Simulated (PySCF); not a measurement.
PySCF 2.14 output of an unrestricted MN15 calculation on a single atom or ion in aug-cc-pVTZ-DK, with scalar relativity by spin-free X2C-1e:

```
SCF conv_tol = 1e-09
number electrons alpha = 23  beta = 18
    H. S. Yu, X. He, S. L. Li, and D. G. Truhlar.,  Chem. Sci. 7, 5032-5051 (2016)
    H. S. Yu, X. He, S. L. Li, and D. G. Truhlar.,  Chem. Sci. 7, 5032-5051 (2016)
cycle= 1 E= -3821.58184396476  delta_E= -0.014  |g|= 0.0951  |ddm|=  9.4
cycle= 2 E= -3821.5895355886  delta_E= -0.00769  |g|= 0.0739  |ddm|= 11.5
cycle= 3 E= -3821.59743258986  delta_E= -0.0079  |g|= 0.0155  |ddm|= 5.62
cycle= 4 E= -3821.59779558136  delta_E= -0.000363  |g|= 0.0057  |ddm|= 0.936
cycle= 5 E= -3821.59773626446  delta_E= 5.93e-05  |g|= 0.00515  |ddm|= 0.45
cycle= 6 E= -3821.59781357871  delta_E= -7.73e-05  |g|= 0.00227  |ddm|= 0.526
cycle= 7 E= -3821.59782952872  delta_E= -1.6e-05  |g|= 0.000425  |ddm|= 0.166
cycle= 8 E= -3821.59783004964  delta_E= -5.21e-07  |g|= 6.4e-05  |ddm|= 0.0219
cycle= 9 E= -3821.59783005865  delta_E= -9.01e-09  |g|= 2.01e-05  |ddm|= 0.00581
cycle= 10 E= -3821.59783006021  delta_E= -1.56e-09  |g|= 4.3e-06  |ddm|= 0.00204
cycle= 11 E= -3821.59783006029  delta_E= -7.82e-11  |g|= 7.89e-08  |ddm|= 0.000321
converged SCF energy = -3821.59783006029  <S^2> = 8.7512659  2S+1 = 6.000422
```

The run itself started from symmetry-adapted Hartree-Fock orbitals and held the occupation by maximum overlap, on a logarithmic radial grid, so the iterations belong to that start.

Problem. Which element, charge and spin multiplicity is this?

Solution. Nb (niobium, neutral), multiplicity 6; the state was [Kr] 4d3 5s1 6s1, high-spin 6F determinant (an excited configuration).

The outer electron is Rydberg-like, and this basis confines it to a smaller radius and binds it less than a complete one would.
